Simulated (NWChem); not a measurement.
Species: C₃H₃FO₂; SMILES FC1=COCO1

```xyz
9

F     -0.0129    -2.0062     0.0652
C      0.0792    -0.7088     0.0070
C      1.1300     0.1109     0.0466
O      0.6694     1.4025    -0.1474
C     -0.7081     1.3026     0.0984
O     -1.0813    -0.0386    -0.1781
H      2.1967    -0.0677     0.1273
H     -0.9218     1.5144     1.1699
H     -1.2660     1.9854    -0.5565
```
Atoms are numbered in this order, from 1.

Program: NWChem. Pople sets run with spherical d functions. Structure relaxed at the PBE0/def2-SVP level. Level: PBE/6-31G* with SMD (1 M gas to 1 M solution), gas-phase geometry.

| solvent | dielectric constant | solvation free energy (kcal/mol) | cavity-dispersion-structure term (kcal/mol) | dipole in solution (D) |
|---|---|---|---|---|
| water | 78.4 | -0.2 | 4.4 | 0.93 |
| methanol | 32.6 | -1.0 | 3.5 | 0.93 |
| ethanol | 24.9 | -1.3 | [?] | 0.93 |
| toluene | 2.37 | -1.6 | 0.1 | 0.82 |

Question: Fill in the missing entries.

Answer: 
- ethanol, cavity-dispersion-structure term (kcal/mol): 3.0
